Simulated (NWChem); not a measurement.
A series in which one site is exchanged, each optimised at PBE0/def2-SVP with NWChem, gas phase unless a solvent is named. For some, no frequency run checked for a minimum. def2 effective core potentials on Ag; no spin-orbit coupling.

A: [AgH]<-[C-]#[O+] (CHAgO; site = H)
B: [O+]#[C-]->[Ag][F] (CAgFO; site = F)
C: [O+]#[C-]->[Ag][Br] (CAgBrO; site = Br)
D: [Cl][Ag]<-[C-]#[O+] (CAgClO; site = Cl)

Values for A:

| Quantity | Value |
|---|---|
| dipole (D), PBE0/def2-SVP | 4.13 |
| orbital gap (eV), PBE0/def2-SVP | 4.32 |
| vertical ionisation energy, ΔSCF, PBE0/def2-SVP (eV) | 8.94 |
| static polarisability, PBE0/def2-SVPD (bohr³) | 48.3 |
| lowest singlet excitation, PBE0/def2-SVPD, TDA (eV) | 3.16 |

Problem. How do these values change for the other members?

Solution. 
```tsv
change from A	B	C	D
dipole (D), PBE0/def2-SVP	+1.05	+1.55	+1.44
orbital gap (eV), PBE0/def2-SVP	+1.38	+0.16	+0.53
vertical ionisation energy, ΔSCF, PBE0/def2-SVP (eV)	+1.59	+0.54	+1.48
static polarisability, PBE0/def2-SVPD (bohr³)	-7.9	+20.2	+10.0
lowest singlet excitation, PBE0/def2-SVPD, TDA (eV)	+1.28	+0.38	+0.75
```
